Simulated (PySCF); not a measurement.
GeOCl, SMILES [O]=[Ge][Cl], multiplicity 2.

Geometry: B3LYP-D3(BJ)/def2-TZVP.

Calculation: TDA-PBE/def2-SVPD in PySCF.

Vertical excitations. The molecule is in vacuum.

```json
[
 {"state": "root 1", "energy (eV)": "1.55", "λ (nm)": "800", "f": "0.004", "main pairs": "β HOMO→LUMO 96 %"},
 {"state": "root 2", "energy (eV)": "1.65", "λ (nm)": "751", "f": "0.001", "main pairs": "β HOMO−1→LUMO 99 %"},
 {"state": "root 3", "energy (eV)": "2.79", "λ (nm)": "445", "f": "0.008", "main pairs": "β HOMO−2→LUMO 98 %"},
 {"state": "root 4", "energy (eV)": "2.80", "λ (nm)": "443", "f": "0.002", "main pairs": "β HOMO−3→LUMO 99 %"},
 {"state": "root 5", "energy (eV)": "3.71", "λ (nm)": "334", "f": "0.026", "main pairs": "α HOMO−2→LUMO 22 %, β HOMO−4→LUMO 74 %"},
 {"state": "root 6", "energy (eV)": "3.72", "λ (nm)": "333", "f": "0.013", "main pairs": "α HOMO→LUMO 91 %, β HOMO→LUMO+1 6 %"},
 {"state": "root 7", "energy (eV)": "4.13", "λ (nm)": "301", "f": "0.003", "main pairs": "α HOMO−2→LUMO 34 %, β HOMO−1→LUMO+1 55 %"},
 {"state": "root 8", "energy (eV)": "4.25", "λ (nm)": "291", "f": "0.001", "main pairs": "α HOMO−1→LUMO 51 %, β HOMO→LUMO+1 44 %"},
 {"state": "root 9", "energy (eV)": "4.61", "λ (nm)": "269", "f": "0.005", "main pairs": "α HOMO−1→LUMO 48 %, β HOMO→LUMO+1 48 %"},
 {"state": "root 10", "energy (eV)": "5.31", "λ (nm)": "233", "f": "0.002", "main pairs": "α HOMO−4→LUMO 63 %, β HOMO−3→LUMO+1 29 %"}
]
```
Unrestricted roots are not spin-pure.
